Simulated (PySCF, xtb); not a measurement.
Cd(H)(NH2) (CdH₃N), SMILES [NH2][CdH].

Harmonic wavenumbers (cm⁻¹) from GFN2-xTB run with xtb 6.7.1 at its own minimum, in rising order: 100, 232, 387, 550, 554, 1407, 1562, 3353, 3364.

### Question
What does B3LYP-D3(BJ)/def2-TZVP in PySCF 2.14.0 give at its own minimum? (The exact figures need the calculation; the answer reports its results.)

### Answer
451, 463, 484, 581, 769, 1559, 1852, 3493, 3581. Paired by order, the mean absolute difference is 192 cm⁻¹ and the zero-point energies are 16.5 and 18.9 kcal/mol.
